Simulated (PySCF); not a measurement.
# Nuclear quadrupole coupling in `CC=P1(N(C)C)C=C1`

Compound: C6H12NP.
Z-matrix (Å and degrees, GFN2-xTB geometry), rows numbered from 1:
```
C 
C   1  1.5088
P   2  1.7187  1  116.05
N   3  1.6751  2  110.83  1   164.73
C   4  1.4439  3  121.01  2   150.27
C   4  1.4451  3  120.80  2    -6.53
C   3  1.8275  2  142.19  1   -16.03
C   7  1.3491  3   67.20  2    79.45
H   1  1.0901  2  110.07  3   -35.44
H   1  1.0906  2  108.46  3  -153.52
H   1  1.0917  2  114.14  3    86.74
H   2  1.0913  1  114.14  3  -129.74
H   5  1.0940  4  109.75  3   138.48
H   5  1.0898  4  109.23  3    19.46
H   5  1.0960  4  111.97  3  -101.30
H   6  1.0936  4  109.30  3  -139.08
H   6  1.0954  4  112.07  3   100.90
H   6  1.0877  4  108.67  3   -19.94
H   7  1.0771  3  155.80  8  -173.12
H   8  1.0766  3  155.53  7   176.24
```

Field gradients from the PBE0/pcSseg-1 density (PySCF, non-relativistic), principal values in atomic units, ordered |Vxx| ≤ |Vyy| ≤ |Vzz|:

```csv
atom,Vxx,Vyy,Vzz
N4,0.5892,0.6291,-1.2183
```

Find the asymmetry η = (Vxx − Vyy)/Vzz and the couplings χ = eQV/h (234.96 MHz × Q in barn × V in au), with Q(14N) = 0.02044 b.

```csv
atom,environment,nucleus,η,χzz (MHz),χxx (MHz),χyy (MHz)
N4,nitrogen bonded to 2 C and P,14N,0.03,-5.85,2.83,3.02
```

The gradient is axial or nearly so (η below 0.05) at N4. The tensor is traceless: Vxx + Vyy + Vzz = 0.

What is Vzz at N4 in SI units (1 au = 9.71736 × 10²¹ V/m²)?

-1.2183 au = -11.839 × 10²¹ V/m².

What couplings would deuterons (Q(2H) = 0.00286 b) have in place of the hydrogens, at this geometry?

```csv
atom,bonded to,bond length (Å),Vzz (au),η,χzz (kHz)
H9,C1,1.090,0.3110,0.04,209
H10,C1,1.091,0.3124,0.01,210
H11,C1,1.092,0.3090,0.01,208
H12,C2,1.091,0.3219,0.14,216
H13,C5,1.094,0.2985,0.06,201
H14,C5,1.090,0.3035,0.07,204
H15,C5,1.096,0.2944,0.06,198
H16,C6,1.094,0.3005,0.06,202
H17,C6,1.095,0.2967,0.07,199
H18,C6,1.088,0.2959,0.05,199
H19,C7,1.077,0.3408,0.02,229
H20,C8,1.077,0.3420,0.03,230
```

Geometry: GFN2-xTB, one conformer, isolated molecule. GFN2-xTB bond lengths can be off by several hundredths of an ångström, more for odd bonds, and the gradients follow them. With so small a basis the couplings can be 20 % off.

The run behind these numbers computed NMR shieldings as well. The run took about 1.6 min of CPU time (one thread, shared machine).
